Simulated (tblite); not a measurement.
C4H4ClOP.
Numbering: `[CH3:1][c:2]1[o:3][c:4]([Cl:5])[cH:6][p:7]1` (hydrogens: H8, H9, H10 on C1; H11 on C6)

Computed with GFN2-xTB (tblite), gas phase: L-BFGS steps from a force-field or distance-geometry start until the largest atomic force falls under 0.01 eV/Å.

Step 4: E = -591.0201 eV
```
atom  x, y, z in Å  |  force x, y, z in eV/Å
C1     -1.9880   -0.0136    0.0815   -0.164   0.139   0.021
C2     -0.5090   -0.2410   -0.0397    0.014   0.236   0.027
O3      0.2488    0.8620    0.1589   -0.180   0.380   0.054
C4      1.5483    0.6085    0.0502    0.092  -0.172  -0.016
Cl5     2.6227    1.9138    0.2686   -0.018   0.221   0.042
C6      1.9004   -0.6683   -0.2225   -0.328  -0.167  -0.008
P7      0.4190   -1.6545   -0.3565    0.125  -0.099  -0.067
H8     -2.2535    1.0383   -0.0838    0.365  -0.183  -0.022
H9     -2.3512   -0.2592    1.0839    0.144  -0.112  -0.071
H10    -2.5582   -0.6027   -0.6358    0.206  -0.131   0.049
H11     2.9261   -0.9807   -0.3307   -0.255  -0.110  -0.009
```

Step 5: E = -591.0323 eV
```
atom  x, y, z in Å  |  force x, y, z in eV/Å
C1     -1.9818   -0.0145    0.0813   -0.182   0.076   0.015
C2     -0.5046   -0.2333   -0.0392   -0.052   0.030  -0.001
O3      0.2485    0.8681    0.1588   -0.088   0.332   0.053
C4      1.5481    0.6069    0.0512    0.024   0.027   0.011
Cl5     2.6184    1.9161    0.2690    0.011   0.197   0.038
C6      1.8919   -0.6691   -0.2221   -0.132  -0.252  -0.033
P7      0.4152   -1.6546   -0.3575    0.046  -0.016  -0.043
H8     -2.2444    1.0314   -0.0840    0.285   0.011  -0.049
H9     -2.3493   -0.2612    1.0783    0.142  -0.124   0.051
H10    -2.5538   -0.6039   -0.6310    0.196  -0.172  -0.035
H11     2.9173   -0.9833   -0.3308   -0.251  -0.111  -0.007
```

Step 6: E = -591.0458 eV
```
atom  x, y, z in Å  |  force x, y, z in eV/Å
C1     -1.9759   -0.0157    0.0813   -0.093  -0.021   0.010
C2     -0.5004   -0.2233   -0.0386   -0.067  -0.102  -0.012
O3      0.2479    0.8817    0.1594   -0.006   0.042   0.011
C4      1.5470    0.6071    0.0531    0.004   0.051  -0.005
Cl5     2.6128    1.9228    0.2703    0.031   0.112   0.023
C6      1.8792   -0.6750   -0.2222   -0.039   0.051   0.023
P7      0.4095   -1.6543   -0.3596   -0.111   0.093  -0.008
H8     -2.2271    1.0244   -0.0854    0.132   0.243  -0.075
H9     -2.3440   -0.2667    1.0726    0.110  -0.116   0.191
H10    -2.5441   -0.6092   -0.6257    0.146  -0.201  -0.141
H11     2.9003   -0.9892   -0.3312   -0.107  -0.153  -0.018
```

Step 7: E = -591.0522 eV
```
atom  x, y, z in Å  |  force x, y, z in eV/Å
C1     -1.9757   -0.0162    0.0816   -0.024  -0.026   0.007
C2     -0.5002   -0.2196   -0.0383   -0.051  -0.099  -0.006
O3      0.2472    0.8879    0.1599    0.027  -0.111  -0.013
C4      1.5467    0.6073    0.0536   -0.033   0.153   0.011
Cl5     2.6113    1.9280    0.2714    0.010   0.037   0.010
C6      1.8725   -0.6762   -0.2217    0.061   0.101   0.024
P7      0.4059   -1.6533   -0.3608   -0.178   0.118   0.005
H8     -2.2171    1.0256   -0.0874    0.055   0.222  -0.061
H9     -2.3395   -0.2711    1.0737    0.087  -0.082   0.173
H10    -2.5372   -0.6152   -0.6262    0.119  -0.161  -0.133
H11     2.8915   -0.9946   -0.3317   -0.072  -0.151  -0.018
```

Task: Estimate the geometry and energy of step 8. (The exact step hangs on the optimiser's Hessian estimate; all steps are aligned on step 7, rigid shifts and turns removed.)

Result: E = -591.0601 eV, largest force 0.202 eV/Å
```
atom  x, y, z in Å  |  force x, y, z in eV/Å
C1     -1.9762   -0.0166    0.0823    0.030  -0.012   0.002
C2     -0.5013   -0.2155   -0.0378   -0.030  -0.039   0.011
O3      0.2460    0.8941    0.1603    0.017  -0.200  -0.021
C4      1.5460    0.6109    0.0546   -0.038   0.123   0.004
Cl5     2.6093    1.9360    0.2731   -0.015  -0.036  -0.002
C6      1.8644   -0.6757   -0.2206    0.073   0.172   0.029
P7      0.3976   -1.6499   -0.3625   -0.137   0.101   0.010
H8     -2.2017    1.0308   -0.0913   -0.052   0.083  -0.022
H9     -2.3313   -0.2789    1.0784    0.055  -0.006   0.066
H10    -2.5249   -0.6269   -0.6295    0.091  -0.050  -0.060
H11     2.8775   -1.0056   -0.3328    0.005  -0.137  -0.017
```

The energy changes by -0.0079 eV. The first-order estimate −F·Δx gives -0.0122 eV and the mean of the old and new forces, exact on a quadratic surface, -0.0079 eV. The step makes an angle of 53° with the force vector and moves no atom by more than 0.018 Å.

What follows is the cost of the whole relaxation. On Arm Neoverse V1, one thread (shared host), this took 0.39 s wall.
